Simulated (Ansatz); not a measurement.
A run for Ansatz (a program for electronic structure): R-revPBE/def2-TZVPPD on CHClO2 (a complex). Files ending in .json are basis or fitting sets from the Basis Set Exchange.

Ansatz 0.2 input:
```yaml
crystal:
  periodic: [false, false, false]
  atoms:
    - {symbol: Cl, position_ang: [-0.86779556, 1.14722375, 0.28731765]}
    - {symbol: H, position_ang: [-0.15375625, 0.37126615, 1.02104946]}
    - {symbol: O, position_ang: [0.72198056, -0.66909639, 2.72736826]}
    - {symbol: C, position_ang: [0.55705462, -0.63494494, 3.87718261]}
    - {symbol: O, position_ang: [0.39621285, -0.60424636, 5.02220432]}
basis:
  gaussian:
    orbitals: def2-TZVPPD.json
hamiltonian:
  xc: {name: revPBE}
scf: {lower_state_search: off}
```

Question: Predict the final total energy.

Answer: -649.3625 hartree.
